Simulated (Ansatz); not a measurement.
Consider the redistribution: `F[CH2][ZnH]` + `C[NH][GaH][CH2]F` → `F[CH2][Zn][F]` + `C[NH][GaH][CH3]`.

Isolated molecules relaxed with PBE0-D4/def2-TZVP in Ansatz; ΔE leaves out vibrations. CBS: MP2 limit from def2 TZ/QZ plus the TZ coupled-cluster correction, frozen cores. DFT in def2-TZVPP. B3LYP here is the variant with VWN-RPA as its local correlation; programs differ in this. For Ga, Zn outer-core shells are correlated without core-valence functions, which leaves a few kJ/mol of doubt a bond. Scalar relativity is left out up to krypton. One conformer a species, not always the lowest.

`F[CH2][ZnH]`:

```xyz
6

F     0.992   -0.220   -1.379
C    -0.100    0.262   -0.640
Zn    0.036   -0.397    1.214
H    -1.011   -0.076   -1.146
H    -0.081    1.355   -0.705
H     0.164   -0.924    2.656
```

`C[NH][GaH][CH2]F`:

Z-matrix (Å, degrees):
```
C
N 1 1.446
H 1 1.097 2 112.0
H 1 1.090 2 110.0 3 119.5
H 1 1.097 2 112.0 3 -121.0
Ga 2 1.811 1 129.4 3 -119.5
H 2 1.008 1 112.9 3 60.4
C 6 1.990 2 120.0 1 -0.1
H 6 1.565 2 116.9 1 -180.0
F 8 1.395 6 113.1 2 0.2
H 8 1.096 6 110.7 2 121.1
H 8 1.096 6 110.7 2 -120.7
```

`F[CH2][Zn][F]`:

```xyz
6

F    -0.022   -0.480   -1.673
C    -0.417   -0.493   -0.340
Zn    0.631    0.790    0.677
F     1.575    1.946    1.592
H    -1.484   -0.255   -0.300
H    -0.283   -1.508    0.044
```

`C[NH][GaH][CH3]`:

```xyz
12

C     1.470   -0.964   -0.551
N     0.509   -1.090    0.516
Ga   -0.906   -0.011    0.905
C    -1.242    1.557   -0.226
H     1.460   -1.826   -1.230
H     2.497   -0.849   -0.180
H     1.247   -0.080   -1.152
H     0.675   -1.895    1.100
H    -1.747   -0.458    2.148
H    -0.490    1.672   -1.008
H    -2.222    1.476   -0.702
H    -1.251    2.466    0.380
```

| level | ΔE (eV) |
| --- | --- |
| LDA (SPW92) | -1.93 |
| B3LYP | -2.00 |

(1) What does CCSD(T)/CBS give? (Estimate.)

(2) What do rigid-rotor, harmonic-oscillator terms from PBE0-D4/def2-TZVP frequencies (298.15 K, 1 bar) make of the CCSD(T)/CBS value? (Best estimate.)

Largest T1 diagnostic among the species: 0.016.

Results:

(1) Ansatz gave: -2.16 eV. The listed levels differ from it by 0.23, 0.16 eV.

(2) Ansatz gave: ΔZPE = +0.07 eV, ΔH = -2.08 eV, ΔS = 16 J/(mol·K), ΔG = -2.13 eV. Modes under 50 cm⁻¹ make the entropy rough.

At CCSD(T), def2-SVP lies +0.22 eV from the extrapolated value and def2-TZVPP +0.11 eV. In def2-TZVPP, CCSD(T) changes the Hartree–Fock value by −0.03 eV (the triples alone add +0.01 eV) and MP2 by −0.17 eV. Leaving LDA and LC-ωPBE aside and taking each functional with its dispersion term where it has one, the values, not all of them listed here, spread over 0.14 eV, from PBE-QIDH to revPBE-D4. LDA lies +0.05 eV from PBE without D4.
